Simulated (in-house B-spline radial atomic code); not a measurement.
# How G0W0 and RPA depend on the start: Pb²⁺

Configuration [Xe] 4f14 5d10 6s2. Computed with a B-spline radial code for spherical atoms: all electrons, scalar-relativistic (spin-free one-electron X2C), finite nucleus, each spin shell either full or empty, empty states to l = 9 with an (l + 1/2)⁻⁴ tail; G0W0 by contour deformation at full frequency.

Without the two-electron picture change, the correlation of inner shells comes somewhat too large for so heavy an element.

```csv
start,mean-field 6s (eV),G0W0 (eV),QP weight,RPA correlation (Eh)
Hartree-Fock,-30.12,-32.03,0.968,-6.8111
LDA VWN5,-27.814,-32.49,0.946,-7.2796
PBE,-27.384,-32.43,0.944,-7.2722
PBE0,-28.324,-32.30,0.953,-7.1464
r2SCAN,-27.601,?,?,?
HSE06,-27.940,-32.34,0.951,-7.156
B3LYP (VWN-RPA),-28.317,-32.40,0.951,-7.1728
SCAN,-27.859,-32.41,0.950,-7.1995
TPSS,-27.244,-32.40,0.945,-7.2528
BHandHLYP,-29.253,-32.25,0.959,-7.0292
CAM-B3LYP,-29.837,-32.36,0.960,-7.1246
LC-wPBE,-30.93,-32.26,0.965,-7.1346
wB97X,-30.62,?,?,?
PBEsol,-27.463,-32.44,0.945,-7.2754
BLYP,-27.396,-32.50,0.944,-7.274
r2SCAN0,-28.552,-32.27,0.956,-7.0917
LDA exchange-only,-26.473,-32.56,0.942,-7.2791
```

(1) What G0W0 level, weight and RPA correlation energy follow from the r2SCAN start?

(2) What G0W0 level, weight and RPA correlation energy follow from the wB97X start?

(3) How much of the dependence on the start does G0W0 remove?

Answers

(1) G0W0 level -32.35 eV, weight 0.950, RPA correlation -7.1913 hartree.

(2) G0W0 level -32.26 eV, weight 0.964, RPA correlation -7.1032 hartree.

(3) The mean-field levels span 4.46 eV and the G0W0 levels 0.531 eV. Against 31.937 eV (NIST, measured) the G0W0 removal energies are off by +0.10 to +0.63 eV, with spin-orbit coupling, Breit and QED terms left out.
